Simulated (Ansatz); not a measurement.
A single point on the Sn atom.

```yaml
crystal:
  periodic: [false, false, false]
  atoms:
    - {symbol: Sn, position_ang: [0.000000, 0.000000, 0.000000]}
basis:
  gaussian: {orbitals: def2-TZVPP}
magnetization: {spin_polarized: true, initial_magnetization: 2}
hamiltonian: {xc: pbe}
correlation: {method: rpa, frozen_orbitals: {Sn: 9}}
```

```sh
$ ansatz run in.yaml --threads 2 --pin off --events-out ev --progress --plain
```

It prints (some lines left out):

```
Functional definition: PBE
315 factors; integrals over basis functions are off by at most 1.2e-4 eV
mean field evaluation 1: about -5829.9435 eV, gradient 3.1e0 eV
mean field evaluation 2: about -5829.9423 eV, gradient 3.1e0 eV
mean field evaluation 4: about -5830.0207 eV, gradient 6.0e-1 eV
mean field evaluation 8: about -5830.0218 eV, gradient 1.7e-4 eV
mean field evaluation 32: about -5830.0218 eV, gradient 5.4e-4 eV
mean field -5830.02176464 eV, -214.2493481197 hartree, gradient 1.5e-6 eV, S^2 2.001799; 3 other end points of the search recorded, 0 dependent functions left out
9 core orbitals not correlated: weight in the atoms' cores, before any rotation towards them, 0.999 or more for the frozen orbitals, at most 0.000 for the correlated occupied ones
reference -5804.96735793 eV, -213.3286156557 hartree; 3, 1 occupied and 38, 40 virtual orbitals, 315 factors
Total energy: -5808.04472642 eV, -213.4417068618 hartree
```

Run time 1.4 s (2 threads of a server CPU on a shared host); peak host memory 0.1 GiB.
